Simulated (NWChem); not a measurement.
# C2H5O2 cation; SMILES COC=[OH+]

```xyz
9

C      0.5069    -1.4417    -0.0013
O     -0.6700    -0.5440    -0.0009
C     -0.5845     0.7180    -0.0003
O      0.4791     1.4338     0.0006
H      1.0792    -1.2728     0.9136
H      0.0760    -2.4399    -0.0068
H      1.0849    -1.2655    -0.9113
H     -1.5222     1.2718    -0.0005
H      1.3336     0.9515     0.0010
```
Atoms are numbered in this order, from 1.

Computed with NWChem. Pople sets run with spherical d functions. Structure relaxed at the B3LYP/6-31G* (spherical d) level. Atomic charges in e: unrestrained fits to the electrostatic potential beside Mulliken populations; buried atoms are poorly determined by the fit.

For level B3LYP/def2-SVP:

Mulliken C1: 0.10
Mulliken O2: -0.18
ESP C3: 0.70
Mulliken C3: 0.37
ESP O4: -0.41
Mulliken O4: -0.05

**Question.** How do the values read with level Hartree-Fock/6-31G* instead?

**Answer.** The Mulliken C1 is -0.28, the Mulliken O2 is -0.51 and the ESP C3 comes out as 0.82. The Mulliken C3 comes out as 0.69, the ESP O4 is -0.51 and the Mulliken O4 comes out as -0.61.
